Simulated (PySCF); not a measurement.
## Radial density of Hf (hafnium, neutral)

r2SCAN, [Xe] 4f14 5d1 6s2 6p1, one real determinant (an excited configuration). All numbers are calculated (PySCF 2.14, scalar relativity by spin-free X2C-1e, in ANO-RCC-VTZP (8s7p5d3f2g1h, 104 functions)).

```json
{"r (bohr)": "0.0195", "4πr²ρ (e/bohr)": "89.64", "4πr²(ρα − ρβ)": "0.0015"}
{"r (bohr)": "0.0327", "4πr²ρ (e/bohr)": "94.84", "4πr²(ρα − ρβ)": "0.0042"}
{"r (bohr)": "0.0551", "4πr²ρ (e/bohr)": "131.0", "4πr²(ρα − ρβ)": "0.0105"}
{"r (bohr)": "0.0926", "4πr²ρ (e/bohr)": "103.6", "4πr²(ρα − ρβ)": "0.0295"}
{"r (bohr)": "0.156", "4πr²ρ (e/bohr)": "118.7", "4πr²(ρα − ρβ)": "0.0274"}
{"r (bohr)": "0.262", "4πr²ρ (e/bohr)": "67.10", "4πr²(ρα − ρβ)": "-0.0067"}
{"r (bohr)": "0.441", "4πr²ρ (e/bohr)": "70.91", "4πr²(ρα − ρβ)": "0.0526"}
{"r (bohr)": "0.741", "4πr²ρ (e/bohr)": "30.52", "4πr²(ρα − ρβ)": "0.0180"}
{"r (bohr)": "1.25", "4πr²ρ (e/bohr)": "11.69", "4πr²(ρα − ρβ)": "0.4279"}
{"r (bohr)": "2.10", "4πr²ρ (e/bohr)": "2.504", "4πr²(ρα − ρβ)": "0.5120"}
{"r (bohr)": "3.53", "4πr²ρ (e/bohr)": "1.116", "4πr²(ρα − ρβ)": "0.4662"}
{"r (bohr)": "5.93", "4πr²ρ (e/bohr)": "0.1668", "4πr²(ρα − ρβ)": "0.0872"}
{"r (bohr)": "9.98", "4πr²ρ (e/bohr)": "0.001553", "4πr²(ρα − ρβ)": "0.0009"}
```

Densities and radii are taken from the X2C orbitals without a picture-change correction, which distorts them close to the nucleus.

⟨L²⟩ = 8.36 against 12 for a pure F term, so this real determinant mixes terms. Spin-orbit coupling, absent here, splits the open shell strongly. ⟨S²⟩ = 2.11 against 2.00 shows spin contamination.

(1) Where is the radial spin density 4πr²(ρα − ρβ) most negative, and why is it negative at all?

Results:

(1) Around r = 0.262 bohr, down to -0.0067 e/bohr: exchange with the open shell polarises the paired shells in an unrestricted calculation.
